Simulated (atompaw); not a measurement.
## Before and after: PAW (atompaw) potential for praseodymium

```
Element                 : Pr (Z = 59)
Generator               : atompaw 4.2.0.5
Type                    : PAW
Functional              : PBEsol
Relativity              : scalar-relativistic
Frozen core             : [Kr] 4d10
Valence charge          : 13
Reference configuration : 4f3 5s2 5p6 5d0 6s1.5 6p0 (charge +0.5)
Partial waves           : 5s (bound): rc 2.50 bohr; 6s (bound): rc 3.00 bohr; 5p (bound): rc 3.00 bohr; 6p (bound, empty): rc 3.00 bohr; 5d (bound, empty): rc 3.00 bohr; 5d channel at 0.25 Ry: rc 2.45 bohr; 4f (bound): rc 1.90 bohr; 4f channel at 1.35 Ry: rc 1.90 bohr
Local potential         : ultrasoft scheme with l = 4 at 0 Ry, radius 2.20 bohr
Core correction         : smooth core density matched at 2.15 bohr
Augmentation charge     : besselshape compensation charge, radius 2.55 bohr; PAW radius 3.00 bohr; waves and projectors: custom polynom gramschmidtortho
```

Change: local potential ultrasoft scheme with l = 4 at 0 Ry, radius 1.48 bohr.

Cutoffs: the cutoffs (Ry, on a coarse ladder) from which the occupation-weighted sum of valence levels, in a spherical-Bessel basis at the reference potential, stays within 10 and 1 mRy of its value at 400 Ry; they do not see the model core or the augmentation charge, which bear on the density cutoff.

Task: What does the change do?

Result: The potential gets neither clearly harder nor softer (35 Ry and 60 Ry → 35 Ry and 60 Ry); a bound ghost appears in s, which as a rule spoils a file; the range in which the p phases agree narrows (upper end 4.7 → 1.0); the range in which the d phases agree narrows (upper end at the end of the scan → 1.5). A state that the projectors do not describe sees the local part alone, so a deeper or shallower local part can create or remove a ghost.

```tsv
quantity	base	changed
cutoff, loose	35 Ry	35 Ry
cutoff, tight	60 Ry	60 Ry
bound ghosts	none	s
s: phases at 3.02 bohr within 0.05 rad from the reference energy up to (Ry; the scan ends near 5)	1.6	n/a
p: phases at 3.02 bohr within 0.05 rad from the reference energy up to (Ry; the scan ends near 5)	4.7	1.0
d: phases at 3.02 bohr within 0.05 rad from the reference energy up to (Ry; the scan ends near 5)	to the end of the scan	1.5
f: phases at 3.02 bohr within 0.05 rad from the reference energy up to (Ry; the scan ends near 5)	4.3	5.0
lowest overlap eigenvalue by channel	s 0.65, p 0.86, d 0.31, f 0.99	s 0.64, p 0.84, d 0.25, f 0.97
```

 A true bound ghost makes a file unfit for plane-wave use even where its test errors are small: the radial tests pick states by their node count and pass the ghost by. The cutoffs see the waves, projectors and local potential, not the compensation charge or the core.
